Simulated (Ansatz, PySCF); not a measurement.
The pair A = H2S (SMILES S) (first 3 atoms), B = AsH3 (SMILES [AsH3]); geometry from B3LYP-D3(BJ)/def2-TZVP.
(charge 0, multiplicity 1):
```xyz
7

S     -0.2802     0.3788     0.3564
H     -0.4254    -0.9557     0.3469
H      1.0057     0.2911     0.7316
As    -0.0397    -0.6365     3.9777
H     -1.5091    -0.8784     3.6593
H     -0.2469     0.8681     4.0830
H     -0.2664    -0.8372     5.4753
```

Correlated levels freeze the cores. Filled d and f shells under p-block atoms count as core. Rows in 6-31G* carry no dispersion term and start afresh at each structure (6-31G* with six Cartesian d functions); the Pople sets are all-electron and without relativity.

The values were computed with Ansatz (an electronic-structure program); PySCF for 6-31G* rows. 

Total energies (hartree), monomers frozen at their geometry in the pair:

```json
[
 {"structure": "AB", "HF/6-31G*": "-2634.2961013", "B3LYP/6-31G*": "-2636.8047270", "MP2/def2-SVPD": "-2634.5152208"},
 {"structure": "A in the pair's basis", "HF/6-31G*": "-398.6672783", "B3LYP/6-31G*": "-399.3860171", "MP2/def2-SVPD": "-398.7295585"},
 {"structure": "B in the pair's basis", "HF/6-31G*": "-2235.6298170", "B3LYP/6-31G*": "-2237.4190553", "MP2/def2-SVPD": "-2235.7842713"},
 {"structure": "A", "HF/6-31G*": "-398.6669234", "B3LYP/6-31G*": "-399.3853745", "MP2/def2-SVPD": "-398.7286124"},
 {"structure": "B", "HF/6-31G*": "-2235.6297802", "B3LYP/6-31G*": "-2237.4189936", "MP2/def2-SVPD": "-2235.7836476"}
]
```

Problem. Work out the interaction energy without and with the counterpoise correction, and the superposition error, for each level.

Solution. 
E(AB) − E(A) − E(B), times 627.509 kcal/mol, with the monomers in their own basis and then in the pair's basis:
- HF/6-31G*: 0.38 uncorrected, 0.62 corrected; the monomers gain 0.25 kcal/mol from borrowed functions
- B3LYP/6-31G*: -0.23 uncorrected, 0.22 corrected; the monomers gain 0.44 kcal/mol from borrowed functions
- MP2/def2-SVPD: -1.86 uncorrected, -0.87 corrected; the monomers gain 0.99 kcal/mol from borrowed functions
